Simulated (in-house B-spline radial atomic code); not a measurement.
## Ionising Al⁶⁺ with different functionals

Computed with a B-spline radial code for spherical atoms: non-relativistic Hamiltonian, point nucleus, spin-polarised at highest spin, spherical fractional occupations for the functionals, the average over the highest-spin determinants for Hartree-Fock. The ionisation energy is the difference of two self-consistent energies, [He] 2s2 2p3 → [He] 2s2 2p2, without Breit or QED terms; ε is the level of the shell that loses the electron (its least bound occupied spin orbital).

Hybrids are left out here: with spherical fractional occupations of an open shell their exact exchange keeps a self-interaction that integer-occupation calculations don't have.

| method | rung | ΔSCF (eV) | -ε(2p) (eV) |
| --- | --- | --- | --- |
| Hartree-Fock | Hartree-Fock | 241.94 | 243.45 |
| LDA VWN5 | LDA | 242.29 | 221.36 |
| LDA PW92 | LDA | 242.27 | 221.35 |
| LDA exchange-only | LDA | 240.61 | 219.74 |
| PBE | GGA | 242.48 | 221.55 |
| PBEsol | GGA | 242.19 | 221.29 |
| BLYP | GGA | 242.55 | 221.53 |
| RPBE | GGA | 242.45 | 221.54 |
| PW91 | GGA | 242.74 | 221.80 |
| BP86 | GGA | 242.51 | 221.57 |
| AM05 | GGA | 242.11 | 221.21 |
| OLYP | GGA | 243.30 | 222.40 |
| TPSS | meta-GGA | 242.98 | 222.14 |
| SCAN | meta-GGA | 244.68 | 224.17 |
| r2SCAN | meta-GGA | 244.51 | 224.01 |
| M06-L | meta-GGA | 244.53 | 224.08 |
| revTPSS | meta-GGA | 242.66 | 221.86 |

Q: How do they compare with the NIST value?

A: NIST lists 241.76 eV ± 0.09 (semi-empirical, ground level to ground level). Errors run from -1.15 to +2.92 eV; Hartree-Fock is closest (+0.18 eV), but part of that can be cancellation, since the calculations leave out relativity, Breit-QED terms, multiplet and fine-structure energies. Hartree-Fock also lacks correlation.
